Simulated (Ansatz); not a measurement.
Which isomer of C2H6BrSn+ gives these data?

These gas-phase data were calculated for one isomer of C2H6BrSn+ at B3LYP-D3(BJ)/def2-SVP (harmonic, unscaled wavenumbers; equilibrium rotational constants with average atomic masses):

- rotational constants: 3.251, 1.313, 0.9467 GHz
- all wavenumbers above 1500 cm⁻¹: 3153, 3126, 3112, 3051, 3045, 1918

Candidates:

(1) `[CH3][Sn+]([CH3])[Br]`, a singlet
(2) `C[CH2][SnH+][Br]`, a singlet

Q: Assign the data to one candidate and say why.

A: Candidate (2). The band at 1918 cm⁻¹ lies where the Sn–H stretch is expected; (1) has no mode between 1650 and 2000 cm⁻¹.

The same quantities for all candidates:

```
     rotational constants (GHz)         wavenumbers above 1500 cm⁻¹  E above the lowest, B3LYP-D3(BJ)/def2-SVP (kcal/mol)
(1)          3.942, 1.32, 1.002  3192, 3192, 3164, 3163, 3046, 3045                                                   0.0
(2)        3.251, 1.313, 0.9467  3153, 3126, 3112, 3051, 3045, 1918                                                  12.7
```

Each candidate is one conformer. Atoms past krypton carry core potentials. Programs: Ansatz 0.2.0.
